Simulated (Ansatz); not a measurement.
`CO[SiH](N)O` + HCl → `CO[SiH](N)Cl` + H₂O  (ligand exchange at the Si–O bond)

Isolated molecules relaxed with PBE0-D4/def2-TZVP in Ansatz; ΔE leaves out vibrations. CCSD(T)/CBS adds triple-zeta CCSD(T) − MP2 to the extrapolated MP2 energy (def2 sets, frozen cores). This one scheme is used for every species. Functionals use def2-TZVPP. B3LYP here is the variant with VWN-RPA as its local correlation; programs differ in this. One conformer a species, not always the lowest.

`CO[SiH](N)O`:

Cartesian coordinates in Å:
```
C -0.824 -0.438 -1.798
O -0.272 0.460 -0.862
Si 0.482 -0.001 0.511
N 0.829 1.314 1.533
O -0.556 -1.052 1.232
H -1.603 -1.057 -1.343
H -1.265 0.144 -2.610
H -0.057 -1.096 -2.223
H 1.781 -0.649 0.196
H 0.096 1.934 1.840
H 1.700 1.807 1.422
H -0.310 -1.365 2.103
```

HCl:

Cartesian coordinates in Å:
```
Cl 0.153 0.610 0.114
H -0.153 -0.610 -0.114
```

`CO[SiH](N)Cl`:

```xyz
11

C     1.536   -0.367   -1.084
O     0.425   -0.668   -0.268
Si   -0.628    0.444    0.292
N    -1.818   -0.224    1.290
Cl    0.436    1.812    1.404
H     2.274    0.228   -0.538
H     1.237    0.184   -1.983
H     1.997   -1.307   -1.390
H    -1.258    1.151   -0.844
H    -2.596   -0.726    0.895
H    -1.605   -0.527    2.226
```

H₂O:

Z-matrix (Å, degrees):
```
O
H 1 0.960
H 1 0.960 2 105.1
```

```
             level  ΔE (kJ/mol)  difference from CCSD(T)/CBS
       LDA (SPW92)          2.5                          2.2
           PBE0-D4         -3.7                         -4.0
        r2SCAN0-D4          1.2                          0.9
          BHLYP-D4          4.3                          4.0
               PBE         -2.6                         -2.9
              BLYP          6.0                          5.7
             B3LYP          6.3                          6.0
           r2SCANh          1.8                          1.5
       HF/def2-SVP          2.8                          2.5
      MP2/def2-SVP          1.2                          0.9
     CCSD/def2-SVP          4.0                          3.7
  CCSD(T)/def2-SVP          3.4                          3.1
     HF/def2-TZVPP         10.6                         10.3
CCSD(T)/def2-TZVPP          6.0                          5.7
    MP2/def2-QZVPP         -2.2                         -2.5
      HF/CBS(def2)         11.1                         10.8
       CCSD(T)/CBS          0.3                            0
```

Largest T1 diagnostic among the species: 0.011.

At CCSD(T), def2-SVP lies +3.1 kJ/mol from the extrapolated value and def2-TZVPP +5.7 kJ/mol. In def2-TZVPP, CCSD(T) changes the Hartree–Fock value by −4.6 kJ/mol (the triples alone add −1.6 kJ/mol) and MP2 by −9.7 kJ/mol. Leaving LDA and LC-ωPBE aside and taking each functional with its dispersion term where it has one, the values, not all of them listed here, spread over 13.4 kJ/mol, from revPBE-D4 to CAM-B3LYP-D4. LDA lies +5.1 kJ/mol from PBE without D4.
